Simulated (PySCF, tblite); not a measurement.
Parent: `[CH3:1][C@H:2]([SiH3:3])[C:4](=[S:5])[CH2:6][F:7]` with C1–C2–C4–S5 23°, C2–C4–C6–F7 1°, C4H9FSSi.

Computed geometry: GFN2-xTB, gas phase. One conformer each, not checked by frequencies here.

```json
{"coordinate of the parent": "C1–C2", "value": "1.521 Å"}
{"coordinate of the parent": "C2–Si3", "value": "1.946 Å"}
{"coordinate of the parent": "C2–C4", "value": "1.461 Å"}
{"coordinate of the parent": "C4=S5", "value": "1.634 Å"}
{"coordinate of the parent": "C4–C6", "value": "1.501 Å"}
{"coordinate of the parent": "C6–F7", "value": "1.373 Å"}
{"coordinate of the parent": "C1–C2–Si3", "value": "109.8°"}
{"coordinate of the parent": "C1–C2–C4", "value": "113.9°"}
{"coordinate of the parent": "Si3–C2–C4", "value": "106.7°"}
{"coordinate of the parent": "C2–C4–S5", "value": "124.2°"}
{"coordinate of the parent": "C2–C4–C6", "value": "118.5°"}
{"coordinate of the parent": "S5–C4–C6", "value": "117.2°"}
{"coordinate of the parent": "C4–C6–F7", "value": "113.1°"}
```

**Question.** How does the shared frame change in `[CH2:1]=[CH:2][CH2:3][C@:4]([CH3:5])([SiH3:6])[C:7](=[S:8])[CH2:9][F:10]` with C1–C2–C3–C4 -123°, C2–C3–C4–C5 -69°, C3–C4–C7–S8 -143°, C4–C7–C9–F10 33°, C7H13FSSi? Atoms pair as C1 = C5, C2 = C4, Si3 = Si6, C4 = C7, S5 = S8, C6 = C9, F7 = F10 (parent first).

**Answer.** 
```tsv
parent	relative	value in the relative	change
C1–C2	C5–C4	1.529 Å	+0.008
C2–Si3	C4–Si6	1.958 Å	+0.012
C2–C4	C4–C7	1.467 Å	+0.006
C4=S5	C7=S8	1.637 Å	+0.003
C4–C6	C7–C9	1.500 Å	-0.001
C6–F7	C9–F10	1.374 Å	+0.001
C1–C2–Si3	C5–C4–Si6	106.4°	-3.4
C1–C2–C4	C5–C4–C7	111.3°	-2.6
Si3–C2–C4	Si6–C4–C7	105.8°	-0.9
C2–C4–S5	C4–C7–S8	123.1°	-1.1
C2–C4–C6	C4–C7–C9	121.1°	+2.6
S5–C4–C6	S8–C7–C9	115.8°	-1.4
C4–C6–F7	C7–C9–F10	114.2°	+1.1
```

Of the parent's bonds, C2–Si3 changes most (+0.012 Å). Bonds of the relative outside the shared frame: C1=C2 1.320, C2–C3 1.497, C3–C4 1.543 Å. Point group C1 → C1.

**Question.** How does the shared frame change in `[CH3:1][C@:2]([SiH3:3])([S:4][SiH3:5])[C:6](=[S:7])[CH2:8][F:9]` with C1–C2–S4–Si5 -59°, C1–C2–C6–S7 -8°, C2–C6–C8–F9 43°, C4H11FS2Si2? Atoms pair as C1 = C1, C2 = C2, Si3 = Si3, C4 = C6, S5 = S7, C6 = C8, F7 = F9 (parent first).

**Answer.** 
| parent | relative | value in the relative | change |
| --- | --- | --- | --- |
| C1–C2 | C1–C2 | 1.517 Å | -0.004 |
| C2–Si3 | C2–Si3 | 1.965 Å | +0.019 |
| C2–C4 | C2–C6 | 1.456 Å | -0.005 |
| C4=S5 | C6=S7 | 1.635 Å | +0.001 |
| C4–C6 | C6–C8 | 1.503 Å | +0.002 |
| C6–F7 | C8–F9 | 1.375 Å | +0.002 |
| C1–C2–Si3 | C1–C2–Si3 | 109.7° | -0.1 |
| C1–C2–C4 | C1–C2–C6 | 113.4° | -0.5 |
| Si3–C2–C4 | Si3–C2–C6 | 109.1° | +2.4 |
| C2–C4–S5 | C2–C6–S7 | 123.1° | -1.1 |
| C2–C4–C6 | C2–C6–C8 | 119.3° | +0.8 |
| S5–C4–C6 | S7–C6–C8 | 117.6° | +0.4 |
| C4–C6–F7 | C6–C8–F9 | 111.8° | -1.3 |

Of the parent's bonds, C2–Si3 changes most (+0.019 Å). Bonds of the relative outside the shared frame: C2–S4 1.854, S4–Si5 2.151 Å. Point group C1 → C1.
